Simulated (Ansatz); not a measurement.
Which isomer of HOPTe gives these data?

These gas-phase data were calculated for one isomer of HOPTe at PBE-D3(BJ)/def2-SVP (harmonic, unscaled wavenumbers; equilibrium rotational constants with average atomic masses):

* rotational constants: 24.72, 1.867, 1.736 GHz
* all wavenumbers above 1500 cm⁻¹: 2056

Candidates:

(1) `OP=[Te]`, a singlet
(2) `O=P[TeH]`, a singlet

**Question.** Which candidate do the data belong to?

**Answer.** Candidate (2). No mode falls between 3300 and 4000 cm⁻¹, where the O–H stretch of (1) would stand.

The same quantities for all candidates:

|  | rotational constants (GHz) | wavenumbers above 1500 cm⁻¹ | E above the lowest, PBE-D3(BJ)/def2-SVP (kcal/mol) |
| --- | --- | --- | --- |
| (1) | 21.7, 2.129, 1.938 | 3559 | 0.0 |
| (2) | 24.72, 1.867, 1.736 | 2056 | 9.3 |

Each candidate is one conformer. Atoms past krypton carry core potentials. Programs: Ansatz 0.2.0.
